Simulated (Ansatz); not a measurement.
`CSC[SiH2]O` + `CC(O)=S` → `CC(=S)O[SiH2]O` + `CSC`  (ligand exchange at the Si–C bond)

Gas-phase electronic energies from Ansatz, PBE0-D4/def2-TZVP geometries. CCSD(T)/CBS is the MP2 limit (def2-TZVPP, def2-QZVPP) plus CCSD(T) − MP2 in def2-TZVPP, frozen cores. DFT in def2-TZVPP. B3LYP here is the variant with VWN-RPA as its local correlation; programs differ in this. One conformer a species, not always the lowest.

`CSC[SiH2]O`:

```xyz
13

C    -0.396    1.019   -1.677
S    -0.432    1.524    0.049
C    -0.860   -0.043    0.854
Si    0.621   -1.202    0.870
O     1.941   -0.347    1.350
H    -0.142    1.908   -2.255
H     0.353    0.250   -1.865
H    -1.378    0.662   -1.993
H    -1.114    0.225    1.883
H    -1.759   -0.466    0.398
H     0.807   -1.782   -0.490
H     0.434   -2.312    1.838
H     1.925    0.565    1.037
```

`CC(O)=S`:

Z-matrix (Å, degrees):
```
C
C 1 1.488
H 1 1.094 2 109.4
H 1 1.094 2 109.4 3 -116.9
H 1 1.085 2 111.0 3 121.6
O 2 1.331 1 111.2 3 58.3
S 2 1.627 1 126.1 3 -121.7
H 6 0.969 2 107.1 1 180.0
```

`CC(=S)O[SiH2]O`:

Cartesian coordinates in Å:
```
C 0.491 -0.973 1.167
C 0.326 0.508 1.278
S 0.377 1.329 2.674
O 0.132 1.150 0.120
Si -0.083 0.605 -1.438
O -1.437 -0.298 -1.587
H -0.381 -1.413 0.672
H 1.365 -1.204 0.549
H 0.619 -1.419 2.148
H 1.032 -0.279 -1.834
H -0.151 1.855 -2.220
H -2.289 0.138 -1.530
```

`CSC`:

Z-matrix (Å, degrees):
```
C
S 1 1.795
H 1 1.090 2 107.2
H 1 1.092 2 111.2 3 118.7
H 1 1.092 2 111.2 3 -118.7
C 2 1.795 1 99.4 3 -180.0
H 6 1.092 2 111.2 1 61.3
H 6 1.090 2 107.2 1 -180.0
H 6 1.092 2 111.2 1 -61.3
```

```json
{"level": "PBE-D4", "ΔE (kcal/mol)": "-13.5"}
{"level": "ωB97M-V", "ΔE (kcal/mol)": "-16.6"}
{"level": "r2SCAN", "ΔE (kcal/mol)": "-16.1"}
{"level": "B3LYP", "ΔE (kcal/mol)": "-18.1"}
{"level": "CCSD(T)/def2-TZVPP", "ΔE (kcal/mol)": "-17.4"}
{"level": "HF/def2-QZVPP", "ΔE (kcal/mol)": "-22.2"}
{"level": "HF/CBS(def2)", "ΔE (kcal/mol)": "-22.3"}
{"level": "MP2/CBS(def2)", "ΔE (kcal/mol)": "-17.3"}
```

Q: What does CCSD(T)/CBS give? (Best estimate.)

A: The calculation gave: -17.2 kcal/mol. The listed levels differ from it by 3.7, 0.6, 1.1, -0.9, -0.2, -5.0, -5.1, -0.1 kcal/mol.

Largest T1 diagnostic among the species: 0.017.

In def2-TZVPP, CCSD(T) changes the Hartree–Fock value by +4.4 kcal/mol (the triples alone add +0.7 kcal/mol) and MP2 by +4.3 kcal/mol. From PBE to PBE0 (25 % exact exchange), in def2-TZVPP and without D4, ΔE moves by −1.1 kcal/mol.
